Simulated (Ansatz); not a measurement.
Consider the redistribution: `C[S][AlH][CH2]F` + `F[SiH]1CC1` → `C[S][AlH][F]` + `FC[SiH]1CC1`.

Isolated molecules relaxed with PBE0-D4/def2-TZVP in Ansatz; ΔE leaves out vibrations. CCSD(T)/CBS adds triple-zeta CCSD(T) − MP2 to the extrapolated MP2 energy (def2 sets, frozen cores). This one scheme is used for every species. Functionals use def2-TZVPP. B3LYP here is the variant with VWN-RPA as its local correlation; programs differ in this. Each species was taken in one conformer, which may not be the lowest.

```tsv
level	ΔE (eV)
r2SCAN-D4	-0.66
B3LYP-D4	-0.64
```

Q: What does CCSD(T)/CBS give? (Estimate.)

A: The calculation gave: -0.68 eV. The listed levels differ from it by 0.02, 0.04 eV.

Largest T1 diagnostic among the species: 0.012.

In def2-TZVPP, CCSD(T) changes the Hartree–Fock value by −0.09 eV (the triples alone add −0.01 eV) and MP2 by −0.13 eV.
